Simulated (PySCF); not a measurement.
SMILES o1cccc1[SiH2]Cc1sccc1, GFN2-xTB optimised geometry. Atoms within 1.6 Å of the plane z = 0.0 Å (x, y, z in Å): C1 (-0.21, -2.27, 0.00), C2 (1.16, -2.27, 0.00), O3 (1.63, -1.02, 0.00), C4 (0.57, -0.18, 0.00), Si5 (0.90, 1.66, -0.04), C12 (-0.59, -0.92, 0.00), H13 (-0.85, -3.13, 0.00), H14 (1.87, -3.07, 0.00), H15 (2.33, 1.90, 0.13), H16 (0.10, 2.32, 1.00), H19 (-2.33, 3.13, -1.04), H22 (-1.58, -0.52, 0.00).

Method: PBE0/def2-SVP in PySCF. Cells within 0.4 Å of a nucleus heavier than hydrogen are left out (blank, or x).

Map of the deformation density (molecule minus spherical neutral atoms) (e/bohr³) on the plane z = 0.0 Å:

```
|2222222222222222222222222|
|2222222222222222222222222|
|2222222222222222222222222|
|2222222222222222222222222|
|2222222222222222222222222|
|2222222222222222222222222|
|2222222222222212222222222|
|2222222222222212442222222|
|22222222222222x2672222222|
|22222222222212x2432222222|
|2222222222222442222222222|
|2222222222212662222222222|
|2222222222223xx1122222222|
|2222222228559x43232222222|
|2222222226xx513xx42222222|
|2222222222382014122222222|
|2222222221384325212222222|
|22222222222xx9xx222222222|
|2222222222683428822222222|
|2222222222552114522222222|
|2222222222122222222222222|
|2222222222222222222222222|
|2222222222222222222222222|
|2222222222222222222222222|
|2222222222222222222222222|
```
Scale: ten equal steps from -0.039 (start of '0') to 0.106 (end of '9'), in the order '0123456789'; x runs from -5.50 to 5.50, y from -5.50 (bottom) to 5.50 (top).
